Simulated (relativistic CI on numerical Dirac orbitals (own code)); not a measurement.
## Ta3+: resonant inelastic scattering at the L2,3 edge

Computed with this model: Dirac-Coulomb-Breit CI, orbitals from a KLI potential per configuration, model QED (radiative potential, 1s self-energy scaled to tabulated hydrogen-like ionisation energies), valence Slater integrals scaled by 0.8, Kramers-Heisenberg scattering through one core-hole configuration in a parametric crystal field; configurations [Xe] 4f14 5d2 → [He] 2s2 2p5 3s2 3p6 3d10 4s2 4p6 4d10 4f14 5s2 5p6 5d3; 300 K; core-hole width 5 eV; summed over polarisations. Incident energies are the highest absorption maxima for each field (at most a few, so the weaker spin-orbit partner edge can be absent), on the computed scale of the free ion. Intensities are in per cent of the strongest line above 0.02 eV; levels within 1 cm⁻¹ are merged; final levels count from the ground level, the first row holds all elastic scattering, lines under 0.4 are left out and each table stops after 24 rows. The scale of the Slater integrals is a model choice and moves the terms in proportion.

Field parameters in Wybourne normalisation: Oh B⁴₀ = 21Dq, B⁴₄ = √(5/14) B⁴₀. The field is a parameter set, without covalency.

S is read from ⟨S²⟩ = S(S + 1).

Oh, 10Dq = 7000 cm⁻¹:

```tsv
Final level (eV)	Degeneracy	Irrep	S	9879.9 eV	11136 eV
0.000	2	E	0.97	3877.0	267.4
0.072	3	T2	0.97	33.2	100.0
0.470	3	T1	1.00	13.1	5.7
0.671	1	A1	0.98	4.5	21.0
0.915	3	T2	0.89	12.0	34.7
1.024	1	A2	1.00	5.1	6.0
1.253	3	T1	0.99	23.3	8.5
1.307	2	E	0.97	15.8	7.8
1.415	2	E	0.30	72.3	10.7
1.515	3	T2	0.43	91.8	9.3
1.811	1	A1	0.96	10.2	54.3
1.974	3	T2	0.79	17.4	4.0
2.023	3	T1	0.99	58.2	12.7
2.303	3	T2	0.90	7.1	2.6
2.324	2	E	0.88	9.6	0.4
2.511	1	A1	0.10	9.1	3.7
2.604	3	T2	0.47	1.8	2.2
2.644	3	T1	0.06	10.1	5.0
3.314	2	E	0.12	2.2	0.5
5.049	1	A1	0.06	3.4	3.9
```

Oh, 10Dq = 15850 cm⁻¹:

```tsv
Final level (eV)	Degeneracy	Irrep	S	9880 eV	11136.3 eV
0.000	2	E	0.98	3454.3	318.7
0.039	3	T2	0.98	15.5	57.7
0.401	3	T1	1.00	34.1	7.2
0.540	1	A1	0.98	5.3	24.6
1.246	3	T2	0.24	22.4	38.9
1.342	2	E	0.11	50.4	9.1
1.976	1	A2	1.00	15.6	8.2
2.099	3	T2	0.93	100.0	14.2
2.165	3	T1	0.99	30.1	14.0
2.194	2	E	0.99	30.4	15.3
2.483	1	A1	0.47	16.6	42.6
2.945	3	T1	0.99	43.9	16.9
2.969	1	A1	0.75	4.1	2.7
3.031	3	T2	0.73	36.2	11.2
3.182	2	E	0.97	19.5	1.1
3.396	3	T2	0.56	3.8	5.5
3.592	3	T1	0.06	9.4	7.4
4.191	3	T2	0.95	2.6	0.2
5.308	2	E	0.04	0.6	0.2
6.763	1	A1	0.03	0.7	0.9
```

Oh, 10Dq = 24650 cm⁻¹:

```
Final level (eV)  Degeneracy  Irrep     S  9880.4 eV  11136.5 eV
           0.000           2      E  0.98     2856.4       304.1
           0.025           3     T2  0.98        8.5        39.3
           0.365           3     T1  1.00       38.3         7.3
           0.484           1     A1  0.99        4.1        20.8
           1.260           3     T2  0.10       29.1        33.3
           1.302           2      E  0.08       31.8         8.5
           2.635           1     A1  0.12       17.5        30.8
           3.006           1     A2  1.00       25.6         7.8
           3.083           3     T2  0.98      100.0        19.2
           3.184           3     T1  0.99       31.1        16.1
           3.199           2      E  1.00       32.7        15.8
           3.907           1     A1  0.96        4.6         9.3
           3.963           3     T1  0.99       34.7        17.5
           4.041           3     T2  0.78       36.5        12.9
           4.177           2      E  0.99       20.7         1.3
           4.426           3     T2  0.45        6.3         5.6
           4.619           3     T1  0.06        9.5         7.4
           6.257           3     T2  0.99        1.6         0.2
```

For the first field the strongest loss at the lowest incident energy is the level at 1.52 eV (S = 0.43, against 0.97 in the thermal ground state). Levels of other spin, the first over 8 % at 1.42 eV, appear because spin-orbit coupling of the core hole, and in heavier ions of the valence shell too, mixes spins.
